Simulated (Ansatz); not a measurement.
Consider the formal exchange of groups at a Ge–C bond: `N#[C][GeH3]` + `[GeH3][SiH2][SiH2][SiH2][GeH3]` → `[GeH3][SiH2][SiH2][SiH2][GeH2][GeH3]` + `C#N`.

Program: Ansatz. Geometries: PBE0-D4/def2-TZVP. ΔE: electronic, gas phase. CCSD(T)/CBS is the MP2 limit (def2-TZVPP, def2-QZVPP) plus CCSD(T) − MP2 in def2-TZVPP, frozen cores. This one scheme is used for every species. Functionals use def2-TZVPP. HSE06 is defined as in plane-wave codes. For Ge outer-core shells are correlated without core-valence functions, which leaves a few kJ/mol of doubt a bond. Scalar relativity is left out up to krypton. One conformer a species, not always the lowest.

| level | ΔE (kJ/mol) | difference from CCSD(T)/CBS |
| --- | --- | --- |
| B97M-V | -7.5 | 10.1 |
| PBE0-D4 | -21.2 | -3.6 |
| r2SCANh-D4 | -16.9 | 0.7 |
| HSE06-D4 | -21.3 | -3.7 |
| ωB97X-V | -11.0 | 6.6 |
| ωB97M-V | -14.3 | 3.3 |
| B2PLYP | -8.4 | 9.2 |
| PBE | -14.6 | 3.0 |
| BLYP | -5.2 | 12.4 |
| r2SCAN | -13.6 | 4.0 |
| PBE0 | -13.1 | 4.5 |
| RPA@PBE/def2-TZVPP | -10.6 | 7.0 |
| HF/def2-SVP | 9.5 | 27.1 |
| MP2/def2-SVP | -11.8 | 5.8 |
| SCS-MP2/def2-TZVPP | -8.0 | 9.6 |
| MP2/def2-QZVPP | -16.5 | 1.1 |
| CCSD(T)/CBS | -17.6 | 0 |

Largest T1 diagnostic among the species: 0.014.

In def2-TZVPP, CCSD(T) changes the Hartree–Fock value by −23.1 kJ/mol (the triples alone add −2.3 kJ/mol) and MP2 by −24.1 kJ/mol. The D4 term adds −13.3 kJ/mol with B3LYP and −8.1 kJ/mol with PBE0; it sums over pairs of atoms, weighted by their polarisabilities, and B3LYP, whose exchange is more repulsive, gets the larger term. Leaving LDA and LC-ωPBE aside and taking each functional with its dispersion term where it has one, the values, not all of them listed here, spread over 15.6 kJ/mol, from PBE-D4 to B97M-V. LDA lies −7.0 kJ/mol from PBE without D4.

B3LYP here is the variant with VWN-RPA as its local correlation; programs differ in this.
